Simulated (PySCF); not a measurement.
## Spin-rotation constants: `CO[C@@H]1OC=C[C@@H]1O`, C5H8O3

Geometry:
```tsv
atom	x (Å)	y (Å)	z (Å)
C1	2.231	0.131	-0.630
O2	0.934	0.606	-0.333
C3	0.314	-0.059	0.724
O4	0.015	-1.400	0.362
C5	-1.326	-1.470	0.105
C6	-2.007	-0.383	0.426
C7	-1.052	0.640	1.001
O8	-1.138	1.923	0.462
H9	2.901	0.277	0.224
H10	2.579	0.715	-1.479
H11	2.207	-0.931	-0.892
H12	0.980	-0.096	1.600
H13	-1.653	-2.408	-0.305
H14	-3.057	-0.208	0.321
H15	-1.219	0.760	2.079
H16	-0.717	1.912	-0.408
```

Computed with PySCF 2.14.0, GIAO BHandHLYP/pcSseg-1 magnetisability, rotational g tensor and spin-rotation constants, non-relativistic, gas phase. Geometry: GFN2-xTB.

Give the nuclear spin-rotation constants along the inertial axes (H = +C I·J) beside the isotropic shieldings.

Rotational constants 3.1234, 2.0646, 1.3852 GHz. A star marks the isotopologue with that one atom substituted, in its own axes.
```csv
atom,isotope,Caa (kHz),Cbb (kHz),Ccc (kHz),mean (kHz),σ (ppm)
H9,1H,-0.251,-0.228,0.034,-0.149,28.6
H10,1H,-0.199,-0.139,-0.037,-0.125,28.1
H11,1H,-0.315,0.091,-0.135,-0.119,28.0
H12,1H,-0.193,-0.241,0.056,-0.126,27.0
H13,1H,-0.293,0.101,-0.102,-0.098,25.5
H14,1H,0.203,-0.224,-0.125,-0.049,26.6
H15,1H,-0.196,-0.205,0.044,-0.119,26.8
H16,1H,-0.228,-0.214,-0.057,-0.166,29.6
C1,13C*,0.461,0.466,0.303,0.410,129.9
O2,17O*,-0.481,-0.120,-0.090,-0.230,284.1
C3,13C*,0.855,0.527,0.383,0.589,84.0
O4,17O*,-0.492,-0.418,-0.223,-0.378,184.7
C5,13C*,1.270,0.691,0.423,0.795,30.7
C6,13C*,1.228,0.503,0.319,0.683,72.1
C7,13C*,0.748,0.426,0.342,0.505,109.3
O8,17O*,-0.202,-0.192,-0.084,-0.159,307.8
```
For the geometry as given, no vibrational averaging.

How do the rotational constants and the g tensor change when H9, H10, H11, H12, H13, H14, H15, H16 are replaced by deuterium?

Constants 2.7801, 1.7355, 1.2189 GHz; g -0.0243, -0.0073, -0.0090, against -0.0272, -0.0086, -0.0103 before.
